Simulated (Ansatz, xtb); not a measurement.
Two structures of CH3BF3Ge+

Structure I is `[CH3][Ge+]([F])[B](F)F`, a singlet and structure II is a singlet given by its coordinates. Both are isolated ions in the gas phase, relaxed with r2SCAN-D4/def2-SVP; the shapes shown needn't be the lowest conformers.

I (Å):

```yaml
atoms:
  - { symbol: C, position_ang: [-0.8797, 0.7006, 0.0389] }
  - { symbol: B, position_ang: [1.6987, 1.2541, -2.6879] }
  - { symbol: F, position_ang: [-0.5746, 3.1254, -1.6438] }
  - { symbol: F, position_ang: [1.4183, 0.6877, -3.8157] }
  - { symbol: F, position_ang: [2.8663, 1.6526, -2.3022] }
  - { symbol: Ge, position_ang: [0.0823, 1.5765, -1.3466] }
  - { symbol: H, position_ang: [-0.2434, -0.0243, 0.5684] }
  - { symbol: H, position_ang: [-1.2894, 1.4642, 0.7192] }
  - { symbol: H, position_ang: [-1.7196, 0.1614, -0.4392] }
```

II (Å):

```xyz
9

C     0.6113    0.3580   -0.5554
B    -0.1590    0.4797    0.8118
F    -1.2501   -0.0429    1.2346
F     1.6381    3.1923   -0.3933
F     0.5530    1.3243    1.6595
Ge    1.9907    1.5745   -0.0172
H     0.9652   -0.6621   -0.7823
H     0.0414    0.7374   -1.4216
H     3.3384    1.4311    0.6710
```

Close contacts (Å): C1–B2 1.57, C1–Ge6 1.92, B2–F3 1.28, B2–F5 1.39, B2–Ge6 2.55, F4–Ge6 1.70, F5–Ge6 2.22, C1–H7 1.10, C1–H8 1.10, Ge6–H9 1.52.

Which of the two would you expect CCSD(T)/def2-SVP + ΔMP2/def2-TZVPP electronic energies to favour?

Structure II; the calculation gives E(II) − E(I) = −3.2 kcal/mol.

How the difference moves with the method:

| level | geometry | E(II) − E(I) (kcal/mol) | departure from the last row (kcal/mol) | job, with rough time for the two |
| --- | --- | --- | --- | --- |
| r2SCAN-D4/def2-SVP | r2SCAN-D4/def2-SVP | −4.8 | −1.6 | optimisation, 50 s |
| HF/def2-SVP | r2SCAN-D4/def2-SVP | −4.4 | −1.3 | part of the CCSD(T) run |
| MP2/def2-SVP | r2SCAN-D4/def2-SVP | −6.3 | −3.2 | part of the CCSD(T) run |
| CCSD(T)/def2-SVP | r2SCAN-D4/def2-SVP | −5.5 | −2.4 | single point |
| CCSD(T)/def2-SVP + ΔMP2/def2-TZVPP | r2SCAN-D4/def2-SVP | −3.2 |  | single point, 12 s |

None of the levels shown reverses the order. The largest departure from CCSD(T)/def2-SVP + ΔMP2/def2-TZVPP is that of MP2/def2-SVP, 3.2 kcal/mol. Levels run at GFN2-xTB geometries aren't shown. The last row adds to CCSD(T) the change of the MP2 difference between the two basis sets, here +2.4 kcal/mol.

With harmonic frequencies from r2SCAN-D4/def2-SVP (ideal gas, rigid rotor, one conformer each, 298.15 K, 1 atm): on the last row, ΔE + ΔZPE = −4.0 kcal/mol. A mode under 50 cm⁻¹ makes harmonic enthalpies and free energies unreliable, so none is given.

The correlated steps freeze 14 core orbitals; the filled d shell of Ge is correlated, in a basis made for valence electrons. Programs: Ansatz 0.2.0; the last row on 8 threads of Intel(R) Xeon(R) Platinum 8488C (Sapphire Rapids) on a shared host.
